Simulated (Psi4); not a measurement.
ClSr, doublet, at a GFN2-xTB geometry (such geometries of metal compounds can be far from the true shape) (the spin is typed, not shown lowest) (core potentials on Sr), atoms displaced at random by about 0.1 Å a coordinate. Base run: Psi4 with PBE/def2-SVP.

The Psi4 input:
```
memory 2 GB

molecule mol {
0 2
  Sr    0.050955    0.091194   -0.787777
  Cl    0.037596   -0.013746    1.849908
}

set basis def2-svp
set reference uks

optimize('pbe')
print_variables()
```

Variants of this job, named by their change:

| change | ΔE vs base (µEh) | optimiser steps | core-seconds (rough) |
|---|---|---|---|
| base | 0.0 | 4 | 20 |
| g_convergence = gau_tight | 0.0 | 5 | 20 |
| opt_coordinates = cartesian | 0.0 | 5 | 20 |
| g_convergence = gau_loose | 0.2 | 3 | 20 |
| intrafrag_hess = fischer | 0.0 | 5 | 20 |
| step_type = sd | 0.0 | 5 | 20 |
| intrafrag_hess = simple | 0.0 | 4 | 20 |

Open shells are given as the SCF converged; they aren't shown to be the lowest states, and a large step between rows can be another state.
